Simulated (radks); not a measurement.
Effect of the nuclear size on the rhenium ion Re+, [Xe] 4f14 5d5 6s1. All-electron calculation, Dirac Kohn-Sham, relativistic LDA (MacDonald-Vosko exchange, VWN5 correlation), spin-unpolarised, spherical densities, finite nucleus; open shells fill j = l - 1/2 first; Fermi nuclear charge, rms radius 5.3698 fm. Program: a radial shooting solver on a logarithmic mesh with Libxc functionals. The rms radius is varied about that value; shifts are against it.

| rms radius (fm) | total energy shift (eV) | density at nucleus (e/bohr^3) | 1s1/2 shift (meV) | 2s1/2 shift (meV) | 5p1/2 shift (meV) | 6s1/2 shift (meV) | 5d5/2 shift (meV) | 6p1/2 (empty) shift (meV) | 7s1/2 (empty) shift (meV) |
|---|---|---|---|---|---|---|---|---|---|
| 4.5053 | -19.2 | 1.622e+06 | -7700 | -1100 | 0.289 | -1.08 | 0.388 | 0.127 | -0.143 |
| 4.8489 | -11.8 | 1.58e+06 | -4750 | -675 | 0.178 | -0.668 | 0.239 | 0.078 | -0.088 |
| 5.3698 | 0 | 1.524e+06 | 0.000 | 0.000 | 0.000 | 0.000 | 0.000 | 0.000 | 0.000 |
| 5.5416 | 4.06 | 1.507e+06 | 1630 | 232 | -0.061 | 0.230 | -0.082 | -0.027 | 0.030 |
| 6.5887 | 30.6 | 1.417e+06 | 12300 | 1750 | -0.457 | 1.73 | -0.619 | -0.202 | 0.228 |

Slopes of the eigenvalues against <r^2> in GHz/fm^2, as finite differences over the two radii next to the reference (eigenvalue slopes, not the field-shift constants of lines): 1s1/2 214000, 2s1/2 30500, 5p1/2 -8.01, 6s1/2 30.2, 5d5/2 -10.8, 6p1/2 (empty) -3.53, 7s1/2 (empty) 3.99.
